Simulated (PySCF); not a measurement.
Ge(F)(SiH3), SMILES [F][Ge][SiH3], B3LYP/def2-SVP optimised geometry.

```
6

Ge    -1.54    -0.20     0.00
F     -1.59     1.57     0.00
Si     0.98    -0.20     0.00
H      1.47     0.47     1.24
H      1.48     0.59    -1.17
H      1.59    -1.57    -0.06
```

Density from B3LYP/def2-TZVP (PySCF) at that geometry.

Minimum of the electron density along straight lines between bonded atoms, close to the bond critical point (lines longer than 1.1 times the sum of covalent radii, or with two minima, are not listed):

```csv
bond,length / Å,ρ at the minimum / e bohr⁻³,∇²ρ there / e bohr⁻⁵,position (fraction from the first atom)
Ge1–F2,1.774,0.129,0.70,0.48
Ge1–Si3,2.521,0.078,-0.09,0.50
Si3–H4,1.498,0.117,0.14,0.49
Si3–H5,1.497,0.117,0.14,0.49
Si3–H6,1.497,0.117,0.15,0.49
```
